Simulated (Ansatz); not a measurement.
Frontier orbitals of `[CH3][Al]([CH3])[F]`.

```xyz
10

C    -0.6369    1.1583    1.1536
Al   -0.5179   -0.3822   -0.0236
C     1.0031   -0.8708   -1.1286
F    -1.8343   -1.3886   -0.0988
H    -1.6129    1.2384    1.6366
H     0.1243    1.1084    1.9395
H    -0.4524    2.0878    0.6050
H     1.3753   -1.8651   -0.8621
H     1.8332   -0.1660   -1.0370
H     0.7184   -0.9202   -2.1844
```

Charge 0, multiplicity 1. The structure was optimised at the PBE0-D4/def2-TZVP level. Basis def2-TZVPP, the Gaussian-basis code of Ansatz.

Orbital energies of one run (eV). Highest occupied ones, from the top: -6.96, -8.53, -9.44, -9.60, -9.99, -10.11, -10.18, -10.19, -11.13, -17.85, -18.07, -30.65, -71.25, -71.34. Empty: -0.87, -0.61, 1.10, 1.17, 2.35, 2.43.

Which functional gave them?
A. PBE0
B. B97M-V
C. LC-ωPBE
D. BLYP

B. HOMO energies: B97M-V -6.96, LC-ωPBE -10.68, BLYP -6.50, PBE0 -7.92 eV.

LC-ωPBE has ω = 0.4 bohr⁻¹.
